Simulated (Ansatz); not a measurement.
Relaxation of AlFH4O2Si (9 atoms, charge 0, multiplicity 1), to a largest force component of 0.02 eV/Å in at most 40 steps.

Method: Ansatz 0.2.0, RKS B3LYP/def2-SVP.

```xyz
9
Properties=species:S:1:pos:R:3
Al 0.000 0.000 0.000
O 0.000 0.000 1.780
H -0.909 -0.281 2.117
F 1.464 0.000 -0.845
O -1.542 0.000 -0.890
Si -2.691 -1.224 -0.827
H -2.288 -2.220 0.162
H -3.983 -0.659 -0.450
H -2.801 -1.857 -2.138
```

Q: Where does it end, and by what steps?

A: The forces met the threshold. The force dipped under the threshold on the way, but the program's further checks kept it going. After 12 steps the energy has fallen by 0.501 eV; H7 moved furthest, 1.11 Å.

```
step  energy less start (eV)  largest force component (eV/Å)  accepted
   0                  0.0000                           1.737       yes
   1                 -0.2214                           1.018       yes
   2                 -0.3279                           0.538       yes
   3                 -0.3876                           0.455       yes
   4                 -0.4477                           0.198       yes
   5                 -0.4786                           0.059       yes
   6                 -0.4821                           0.308       yes
   7                 -0.4982                           0.070       yes
   8                 -0.4966                           0.220        no
   9                 -0.5001                           0.019       yes
  10                 -0.5004                           0.080       yes
  11                 -0.5010                           0.023       yes
  12                 -0.5011                           0.013       yes
```

```xyz
9
Properties=species:S:1:pos:R:3
Al -0.034 -0.047 0.202
O 0.414 0.341 1.783
H -0.119 0.202 2.570
F 1.066 0.292 -0.988
O -1.512 -0.744 -0.210
Si -2.832 -1.415 -0.945
H -3.164 -2.716 -0.294
H -4.002 -0.499 -0.815
H -2.567 -1.656 -2.393
```

Whether the end is a true minimum wasn't checked by a vibrational analysis.

Time of the run: 16 s on 2 threads of AMD EPYC 9R45 96-Core Processor (Zen 5), on a shared host, peak memory 0.22 GiB.
